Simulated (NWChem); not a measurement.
# C4H5Cl; SMILES C=C=C(C)Cl

All runs: NWChem. The geometry was optimised at B3LYP/6-31G* (spherical d). Level: PBE0/def2-SVP with SMD (1 M gas to 1 M solution), gas-phase geometry.

| solvent | dielectric constant | solvation free energy (kcal/mol) | cavity-dispersion-structure term (kcal/mol) | dipole in solution (D) |
|---|---|---|---|---|
| water | 78.4 | 0.4 | 3.7 | 2.33 |
| chloroform | 4.71 | -4.5 | -2.0 | 2.19 |
| ethanol | 24.9 | -3.4 | -0.3 | 2.31 |
| benzene | 2.27 | -3.9 | -2.2 | 2.05 |
